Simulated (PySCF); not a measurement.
ZnCl, SMILES [Cl][Zn+], charge +1. Geometry: B3LYP-D3(BJ)/def2-TZVP. The multiplicity is an assumed one; other spin states were not compared.

Computed with B3LYP-D3(BJ)/def2-TZVP (PySCF 2.14.0).

Harmonic wavenumbers (cm⁻¹): 440. Rotational constants (GHz): 5.116 (linear); symmetry number 1.

Question: Work out the zero-point energy and the ideal-gas rigid-rotor harmonic-oscillator thermochemistry at 298.15 K and 1 atm.

Answer: ZPE = ½ Σ hcν = ½ × 440 cm⁻¹ = 2.63 kJ/mol. H − E(el) = 12.02 kJ/mol. Entropy in J/(mol K): translation 166.28, rotation 67.36, vibration 3.46, total 237.10. G − E(el) = -58.67 kJ/mol. Cp = 34.88 J/(mol K).
